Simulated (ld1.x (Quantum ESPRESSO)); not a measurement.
**Pseudopotential generation for calcium: TM, PBEsol, scalar-relativistic.**

- Element: calcium (Ca)
- Generator: ld1.x (Quantum ESPRESSO) 7.5
- Type: norm-conserving Troullier–Martins (Kleinman–Bylander form)
- Functional: PBEsol
- Relativity: scalar-relativistic
- Frozen core: [Ar]
- Valence charge: 2
- Reference configuration: 3d0 4s2 4p0
- Partial waves: 4s (bound): rc 3.05 bohr; 3d (bound, empty): rc 3.25 bohr; 4f channel at -0.05 Ry: rc 2.90 bohr; 4p (bound, empty): rc 3.50 bohr
- Local potential: the p channel
- Core correction: none

- Cutoffs needed: 6 Ry and 8 Ry (the cutoffs (Ry, on a coarse ladder) from which the occupation-weighted sum of valence levels, in a spherical-Bessel basis at the reference potential, stays within 10 and 1 mRy of its value at 400 Ry) The cutoffs count occupied waves only; the empty 3d level needs 18 Ry at the loose tolerance.
- Ghost test: no extra level below or beside the all-electron valence levels (s, d, f, p tested) (spherical-Bessel basis up to 400 Ry, 20 bohr box)
- Largest excitation error: +1008 meV (all-electron minus pseudo) for 3d1 4s0 4p0, out of 7 test configurations
